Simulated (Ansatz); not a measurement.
# Molecular dynamics of CH6FOSi, charge -1

Input:

```yaml
crystal:
  periodic: [false, false, false]
  atoms:
    - { symbol: F, position_ang: [-1.234111, -0.493574, -2.650661] }
    - { symbol: C, position_ang: [0.369387, 0.206787, 1.488009] }
    - { symbol: O, position_ang: [1.019176, 0.248399, 0.22499] }
    - { symbol: Si, position_ang: [-0.169336, -0.140134, -1.228637] }
    - { symbol: H, position_ang: [-0.47567, 0.943462, 1.578322] }
    - { symbol: H, position_ang: [1.086112, 0.436177, 2.307728] }
    - { symbol: H, position_ang: [-0.084079, -0.795333, 1.722678] }
    - { symbol: H, position_ang: [1.063459, 0.065589, -2.118288] }
    - { symbol: H, position_ang: [-1.07545, 1.0305, -0.762573] }
    - { symbol: H, position_ang: [-0.499488, -1.501873, -0.561767] }
total_charge: -1
basis:
  gaussian: { orbitals: "6-31G" }
hamiltonian:
  xc: blyp
  dispersion: d4
md:
  timestep: 0.5
  n_steps: 600
  ensemble: nvt_nose_hoover
  temperature: 700.0
  initial_velocities: maxwell_boltzmann
  seed: 388935
  nose_hoover: { tau: 20.0, chain_length: 3 }
scf:
  lower_state_search: "off"
```

Command:

```bash
$ ansatz run input.yaml --threads 1 --pin off --max-ram 2048MiB --backend cpu --events-out ev --progress --plain --runs-dir out
```

It starts from a relaxed structure.

Output, in part (step lines, the closing report, with atoms numbered from 0; the dipole of an ion depends on the origin):

```
md step     0: t =     0.00 fs  T =   700.0 K  F+E_penalty+E_count = -13773.80690904 eV  E_kin = 0.723856 eV  conserved = -13773.08305304 eV  (14 SCF iters)
[... lines left out ...]
Total energy: -13772.78051817 eV, -506.1403485169 hartree
Atom 0 at    -1.216665    -0.387664    -2.759259 Å, force    -0.352616     0.188013    -0.531960 eV/Å
Atom 1 at     0.431857     0.270648     1.649166 Å, force     1.766528     3.668512    -1.361492 eV/Å
Atom 2 at     1.078196     0.304254     0.293907 Å, force    -2.242051    -1.183268     0.200895 eV/Å
Atom 3 at    -0.250413    -0.267371    -1.279331 Å, force    -0.387028    -1.677991     1.837165 eV/Å
Atom 4 at    -0.683864     0.558589     1.688947 Å, force     0.728981    -1.367222    -0.063291 eV/Å
Atom 5 at     0.879842     1.252286     2.081359 Å, force    -0.411200    -0.886931     0.365788 eV/Å
Atom 6 at     0.877145    -0.515459     2.263954 Å, force    -0.835959    -0.765284     0.445598 eV/Å
Atom 7 at     0.902532     0.303549    -1.874527 Å, force     1.510581     0.718885    -1.337400 eV/Å
Atom 8 at    -1.344529     0.380857    -0.458065 Å, force    -0.220769     0.267740     0.215243 eV/Å
Atom 9 at    -0.367229    -1.899846    -1.090470 Å, force     0.443532     1.037547     0.229453 eV/Å
Dipole moment:    -0.076359     0.079338     0.388158 e Å
```

The steps, from the saved trajectory:

```json
{"time (fs)": "0", "T (K)": "700", "potential energy less start (eV)": "0.000", "conserved less start (meV/atom)": "0.00"}
{"time (fs)": "10", "T (K)": "410", "potential energy less start (eV)": "0.330", "conserved less start (meV/atom)": "0.09"}
{"time (fs)": "20", "T (K)": "458", "potential energy less start (eV)": "0.450", "conserved less start (meV/atom)": "0.21"}
{"time (fs)": "30", "T (K)": "545", "potential energy less start (eV)": "0.540", "conserved less start (meV/atom)": "0.20"}
{"time (fs)": "40", "T (K)": "215", "potential energy less start (eV)": "0.988", "conserved less start (meV/atom)": "0.42"}
{"time (fs)": "50", "T (K)": "398", "potential energy less start (eV)": "0.914", "conserved less start (meV/atom)": "0.45"}
{"time (fs)": "60", "T (K)": "635", "potential energy less start (eV)": "0.808", "conserved less start (meV/atom)": "0.34"}
{"time (fs)": "70", "T (K)": "785", "potential energy less start (eV)": "0.768", "conserved less start (meV/atom)": "0.25"}
{"time (fs)": "80", "T (K)": "873", "potential energy less start (eV)": "0.815", "conserved less start (meV/atom)": "0.33"}
{"time (fs)": "90", "T (K)": "1142", "potential energy less start (eV)": "0.623", "conserved less start (meV/atom)": "0.14"}
{"time (fs)": "100", "T (K)": "877", "potential energy less start (eV)": "0.919", "conserved less start (meV/atom)": "0.43"}
{"time (fs)": "110", "T (K)": "803", "potential energy less start (eV)": "0.993", "conserved less start (meV/atom)": "0.44"}
{"time (fs)": "120", "T (K)": "799", "potential energy less start (eV)": "0.811", "conserved less start (meV/atom)": "0.27"}
{"time (fs)": "130", "T (K)": "417", "potential energy less start (eV)": "0.979", "conserved less start (meV/atom)": "0.39"}
{"time (fs)": "140", "T (K)": "572", "potential energy less start (eV)": "0.641", "conserved less start (meV/atom)": "0.20"}
{"time (fs)": "150", "T (K)": "462", "potential energy less start (eV)": "0.679", "conserved less start (meV/atom)": "0.23"}
{"time (fs)": "160", "T (K)": "552", "potential energy less start (eV)": "0.595", "conserved less start (meV/atom)": "0.27"}
{"time (fs)": "170", "T (K)": "643", "potential energy less start (eV)": "0.574", "conserved less start (meV/atom)": "0.22"}
{"time (fs)": "180", "T (K)": "626", "potential energy less start (eV)": "0.737", "conserved less start (meV/atom)": "0.24"}
{"time (fs)": "190", "T (K)": "1157", "potential energy less start (eV)": "0.487", "conserved less start (meV/atom)": "0.29"}
{"time (fs)": "200", "T (K)": "867", "potential energy less start (eV)": "0.996", "conserved less start (meV/atom)": "0.24"}
{"time (fs)": "210", "T (K)": "757", "potential energy less start (eV)": "1.190", "conserved less start (meV/atom)": "0.46"}
{"time (fs)": "220", "T (K)": "893", "potential energy less start (eV)": "1.087", "conserved less start (meV/atom)": "0.47"}
{"time (fs)": "230", "T (K)": "784", "potential energy less start (eV)": "1.016", "conserved less start (meV/atom)": "0.46"}
{"time (fs)": "240", "T (K)": "413", "potential energy less start (eV)": "1.070", "conserved less start (meV/atom)": "0.39"}
{"time (fs)": "250", "T (K)": "846", "potential energy less start (eV)": "0.470", "conserved less start (meV/atom)": "0.24"}
{"time (fs)": "260", "T (K)": "641", "potential energy less start (eV)": "0.546", "conserved less start (meV/atom)": "0.15"}
{"time (fs)": "270", "T (K)": "598", "potential energy less start (eV)": "0.554", "conserved less start (meV/atom)": "0.21"}
{"time (fs)": "280", "T (K)": "799", "potential energy less start (eV)": "0.382", "conserved less start (meV/atom)": "0.18"}
{"time (fs)": "290", "T (K)": "504", "potential energy less start (eV)": "0.750", "conserved less start (meV/atom)": "0.29"}
{"time (fs)": "300", "T (K)": "394", "potential energy less start (eV)": "1.027", "conserved less start (meV/atom)": "0.43"}
```

The run went to its last step. The conserved energy stayed within 0.64 meV per atom of its start (net change 0.43 meV per atom), so the integration is sound. A run of 0.3 ps of so small a system gives no equilibrium averages. Limits of this set-up: no polarisation functions, an anion without diffuse functions.

The same pairs are bonded in the first frame and the last. Pairs count as bonded within 1.25 times the sum of covalent radii (0.12 Å more for H–H).

Last frame:

```xyz
10
Properties=species:S:1:pos:R:3
F -1.217 -0.388 -2.759
C 0.432 0.271 1.649
O 1.078 0.304 0.294
Si -0.250 -0.267 -1.279
H -0.684 0.559 1.689
H 0.880 1.252 2.081
H 0.877 -0.515 2.264
H 0.902 0.303 -1.875
H -1.345 0.381 -0.458
H -0.367 -1.900 -1.091
```

The run took 7.3 min on 1 thread of AMD EPYC 9R45 96-Core Processor (Zen 5), with other jobs on the host, peak memory 0.11 GiB.
